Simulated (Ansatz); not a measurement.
Cost and result for the atomization energy of `C1[O][GaH][S]1` (7 atoms, 7 bonds).

The species carries charge 0 and has multiplicity 1. Correlated methods include outer-core shells of Ga, which these sets cover unevenly. Scalar relativity is left out up to krypton. Geometry: relaxed with PBE0-D4/def2-TZVP. Program: Ansatz. All runs use 2 threads of an Arm Neoverse V1 on a shared host. Times are those of one run each, without the atoms' runs, and a repeat can differ threefold. Electronic energies, without spin–orbit coupling; frozen cores. CCSD(T)/CBS adds CCSD(T) − MP2 in def2-TZVPP to the MP2 limit, and its time is that of the two runs behind it. T1 = 0.016. With those shells the extrapolation isn't a true limit. B3LYP takes the VWN-RPA correlation (the form of Gaussian; ORCA's B3LYP/G). HSE06 is the plane-wave form, built on full-range PBE exchange.

CCSD(T)/CBS is a level of theory with its own doubt, some kJ/mol a heavy atom from the limit and from the frozen cores, so smaller differences don't rank the functionals.

```tsv
level	functions	atomization (kcal/mol)	difference from CCSD(T)/CBS	per bond
CCSD(T)/CBS(def2)	–	568.5	0.0	0.0
CCSD(T)/def2-SVP	93	528.2	-40.3	-5.8
HSE06-D4/def2-TZVPP	194	567.9	-0.6	-0.1
MP2/def2-QZVPP	363	578.4	9.9	1.4
BLYP-D4/def2-TZVPP	194	560.9	-7.6	-1.1
PBE-D4/def2-TZVPP (with forces)	194	582.3	13.8	2.0
B3LYP-D4/def2-TZVPP (with forces)	194	559.0	-9.5	-1.3
ωB97M-V/def2-TZVPP (with forces)	194	567.1	-1.4	-0.2
LDA (SPW92)/def2-TZVPP	194	668.2	99.7	14.2
CCSD(T)/def2-TZVPP	194	552.9	-15.6	-2.2
BHLYP-D4/def2-TZVPP	194	537.6	-30.9	-4.4
PBE-QIDH/def2-TZVPP	194	565.3	-3.2	-0.4
B97M-V/def2-TZVPP	194	571.1	2.6	0.4
```

(1) Order the runs by time, with rough figures. (Estimate.)

Results:

(1) The calculation gave: LDA (SPW92)/def2-TZVPP 1.6 s; BLYP-D4/def2-TZVPP 2.8 s; PBE-D4/def2-TZVPP (with forces) 3.4 s; BHLYP-D4/def2-TZVPP 4.1 s; HSE06-D4/def2-TZVPP 4.6 s; CCSD(T)/def2-SVP 5.5 s; B3LYP-D4/def2-TZVPP (with forces) 6.5 s; PBE-QIDH/def2-TZVPP 7.5 s; B97M-V/def2-TZVPP 14 s; ωB97M-V/def2-TZVPP (with forces) 16 s; MP2/def2-QZVPP 25 s; CCSD(T)/def2-TZVPP 96 s; CCSD(T)/CBS(def2) 2 min.

From BLYP to BHLYP (50 % exact exchange), in def2-TZVPP and without D4, the atomization energy moves by −19.9 kcal/mol: exact exchange takes away binding that semilocal exchange gives to molecules. At CCSD(T), def2-SVP lies −40.3 kcal/mol from the extrapolated value and def2-TZVPP −15.6 kcal/mol: correlation converges slowly with the basis, and small sets miss more of it in the bonded molecule than in its fragments. Leaving LDA and LC-ωPBE aside and taking each functional with its dispersion term where it has one, the values spread over 44.7 kcal/mol, from BHLYP-D4 to PBE-D4. LDA lies +89.9 kcal/mol from PBE without D4, its usual overbinding.
